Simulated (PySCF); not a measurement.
# Ti⁺: ionisation energy

Ti⁺ [Ar] 3d2 4s1 (4F) → Ti²⁺ [Ar] 3d2 (3F), as a difference of total energies. Computed with PySCF 2.14 in x2c-TZVPPall with one added diffuse shell each of s, p, d, f type (7s6p5d3f1g, 80 functions), with scalar relativity by spin-free X2C-1e. Correlated levels: valence: [Ar] frozen. The calculations carry no spin-orbit coupling.

Q: Order these methods by the ionisation energy they give, lowest first.
A. MP2 (valence)
B. UHF
C. SCS-MP2 (valence)
D. CCSD(T) (valence)

A: B (12.941 eV), C (12.999 eV), A (13.116 eV), D (13.170 eV).

The reference lies between the lowest fine-structure levels, while these numbers refer to the centres of the terms.

Errors of the correlated levels include the incompleteness of this basis and the frozen core.

For comparison: 13.575 eV (measured; NIST Atomic Spectra Database, ionization energies).
